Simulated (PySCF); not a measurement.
A species of formula C7H8F2O has this rotational fingerprint, computed with PBE0/pcSseg-1 in PySCF (dipole) on a GFN2-xTB geometry, gas phase:

```
Rotational constants : A = 2336, B = 902.2, C = 727.7 MHz
Dipole components    : |μa| = 3.42 D, |μb| = 0.13 D, |μc| = 1.65 D
Inertial defect      : -82.02 u·Å²
κ                    : -0.78
```

Task: Which candidate fits, each taken in the one conformer that was computed?
A. `[F:1][CH:2]([F:3])[O:4][CH2:5][C:6]1=[CH:7][CH:8]=[CH:9][CH2:10]1` with F1–C2–O4–C5 -59°, C2–O4–C5–C6 180°, O4–C5–C6–C7 0°
B. `[CH3:1][C:2]1=[CH:3][CH:4]=[CH:5][C@H:6]1[O:7][CH:8]([F:9])[F:10]` with C5–C6–O7–C8 -74°, C6–O7–C8–F9 -162°
C. `[CH2:1]=[CH:2][C@@:3]1([C:4](=[O:5])[F:6])[CH2:7][CH2:8][C@@H:9]1[F:10]` with C1–C2–C3–C4 87°, C2–C3–C4–O5 122°, C2–C3–C7–C8 132°, C3–C7–C8–C9 -12°, C7–C8–C9–F10 131°, C2–C3–C9–C8 -132°
D. `[F:1][CH:2]([F:3])[O:4][C@@:5]12[CH2:6][CH:7]=[CH:8][C@@H:9]1[CH2:10]2` with F1–C2–O4–C5 -84°, C2–O4–C5–C6 80°
E. `[F:1][CH2:2]/[C:3]([F:4])=[C:5]1/[CH2:6][CH:7]=[CH:8][CH2:9][O:10]1` with F1–C2–C3–F4 94°, C3–C5–C6–C7 -142°, C5–C6–C7–C8 -38°, C7–C8–C9–O10 41°, C8–C9–O10–C5 -42°

Result: E. It is FC/C(F)=C1/CC=CCO1, an asymmetric top, point group C1. The candidates at the same level (rigid rotor, commonest isotopes):

```csv
SMILES,A (MHz),B (MHz),C (MHz),μa (D),μb (D),μc (D),Δ (u·Å²),point group,rotor
FC/C(F)=C1/CC=CCO1,2336,902.2,727.7,3.42,0.13,1.65,-82.02,C1,asymmetric top
FC(F)O[C@@]12CC=C[C@@H]1C2,3213,849.0,739.5,2.52,0.52,1.68,-69.14,C1,near-prolate asymmetric top
FC(F)OCC1=CC=CC1,4053,579.1,559.4,1.25,0.31,0.00,-93.97,Cs,near-prolate asymmetric top
C=C[C@@]1(C(=O)F)CC[C@@H]1F,1517,1346,1176,1.41,3.28,1.62,-279.15,C1,asymmetric top
CC1=CC=C[C@H]1OC(F)F,2420,897.8,680.3,2.33,0.18,2.00,-28.82,C1,asymmetric top
```

`FC(F)OCC1=CC=CC1` has A 73 % too high; `C=C[C@@]1(C(=O)F)CC[C@@H]1F` has C 62 % too high; `FC(F)O[C@@]12CC=C[C@@H]1C2` has A 38 % too high; `CC1=CC=C[C@H]1OC(F)F` has C 7 % too low. No structure here is proved a minimum.
